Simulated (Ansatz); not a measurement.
One change: `[SH][SnH2][SeH]` becomes `[CH3][SnH2][SeH]`.

Ansatz, PBE0-D4/def2-TZVP geometries, multiplicity 1. Each molecule was computed in one conformer, which needn't be the lowest.

Elements past krypton have def2 core potentials. Scalar relativity is left out up to krypton.

```csv
property,`[SH][SnH2][SeH]`
LUMO energy (PBE0/def2-TZVPP) / eV,-1.17
"ideal-gas entropy at 298 K and 1 bar (rigid rotor, harmonic PBE0-D4/def2-TZVP) / J/(mol·K)",372
size of the dipole moment (PBE/def2-TZVPP) / D,1.42
HOMO–LUMO gap (ωB97M-V/def2-TZVPP) / eV,9.85
LUMO energy (PBE/def2-TZVPP) / eV,-2.02
HOMO energy (PBE/def2-TZVPP) / eV,-5.95
```

Problem. What does the change do to each property? (Estimate.)

Solution. The calculation gave: 
```
                                                                                  property  `[CH3][SnH2][SeH]`  shift
                                                        LUMO energy (PBE0/def2-TZVPP) / eV               -0.46   0.71
ideal-gas entropy at 298 K and 1 bar (rigid rotor, harmonic PBE0-D4/def2-TZVP) / J/(mol·K)                 360    -12
                                            size of the dipole moment (PBE/def2-TZVPP) / D                1.90   0.48
                                                   HOMO–LUMO gap (ωB97M-V/def2-TZVPP) / eV               10.09   0.24
                                                         LUMO energy (PBE/def2-TZVPP) / eV               -1.29   0.73
                                                         HOMO energy (PBE/def2-TZVPP) / eV               -5.64   0.31
```

With PBE0 the HOMO rises by 0.33 eV and the LUMO rises by 0.71 eV, so the gap widens by about 0.38 eV. PBE moves the HOMO by 0.31 eV and ωB97M-V by 0.29 eV. The zero-point energy changes by 70.5 kJ/mol with +6 modes. Dipoles are sizes alone; their direction can turn. Modes under 60 cm⁻¹, often nearly free rotors, make the harmonic entropy too high.

Spin–orbit coupling is left out; it splits and shifts lone-pair levels of the heavy atoms by tenths of an eV.
